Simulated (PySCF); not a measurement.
PySCF input file for GeH2, SMILES [GeH2] (connectivity only; charge and spin as stated), neutral, multiplicity 1, HF/pcSseg-2. Geometry: B3LYP-D3(BJ)/def2-TZVPD. The isomer is the one that the SMILES or the coordinates give; other isomers of the formula were not compared.

```python
import numpy as np
from pyscf import gto, scf, dft
from pyscf.prop.nmr import rhf as nmr

mol = gto.M(
    atom='''
    Ge    0.00000000    0.00000000    0.06608095
    H     0.00000000    1.13804295   -1.05729523
    H     0.00000000   -1.13804298   -1.05729520
    ''',
    basis='pcSseg-2',
    charge=0,
    spin=0,
    max_memory=1600,
    verbose=3,
)
mf = scf.RHF(mol)
mf.conv_tol = 1e-10
mf.max_cycle = 100
mf.kernel()
n = nmr.NMR(mf)
n.verbose = 2
n.max_cycle_cphf = 60
sigma = n.kernel()
print('atom   isotropic/ppm   span/ppm')
for i, s in enumerate(sigma):
    w = np.linalg.eigvalsh((s + s.T) / 2)
    print(f'{mol.atom_symbol(i):2s}{i + 1:3d} {w.mean():14.3f} {w[2] - w[0]:11.3f}')
```

Program output:

```
converged SCF energy = -2076.49776373847
atom   isotropic/ppm   span/ppm
Ge  1          8.559    4619.711
H   2         19.202      15.408
H   3         19.202      15.408
```

The run converged.

Cost: very roughly 5 core-seconds.
